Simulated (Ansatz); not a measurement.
A calculation with Ansatz (development build ahead of 0.2.0).

```yaml
crystal:
  periodic: [false, false, false]
  atoms:
    - { symbol: C, position_ang: [1.84201, -0.03, 0.0] }
    - { symbol: C, position_ang: [1.28129, 1.32371, 0.0] }
    - { symbol: C, position_ang: [0.03, 1.84201, 0.0] }
    - { symbol: C, position_ang: [-1.32371, 1.28129, 0.0] }
    - { symbol: C, position_ang: [-1.84201, 0.03, 0.0] }
    - { symbol: C, position_ang: [-1.28129, -1.32371, 0.0] }
    - { symbol: C, position_ang: [-0.03, -1.84201, 0.0] }
    - { symbol: C, position_ang: [1.32371, -1.28129, 0.0] }
    - { symbol: H, position_ang: [2.92701, -0.03, 0.0] }
    - { symbol: H, position_ang: [2.0485, 2.09092, 0.0] }
    - { symbol: H, position_ang: [0.03, 2.92701, 0.0] }
    - { symbol: H, position_ang: [-2.09092, 2.0485, 0.0] }
    - { symbol: H, position_ang: [-2.92701, 0.03, 0.0] }
    - { symbol: H, position_ang: [-2.0485, -2.09092, 0.0] }
    - { symbol: H, position_ang: [-0.03, -2.92701, 0.0] }
    - { symbol: H, position_ang: [2.09092, -2.0485, 0.0] }
basis:
  gaussian: { orbitals: def2-SVP }
magnetization:
  spin_polarized: true
hamiltonian:
  xc: hf
```

The input is written out in the form of the current development build from the run's settings.

The run gave:

```json
{"Converged": "yes", "Total energy": "-307.32150 hartree", "Spin squared of the determinant": "1.462", "Stability test": "minimum"}
```

Caution: the unrestricted determinant is a mixture of spin states.
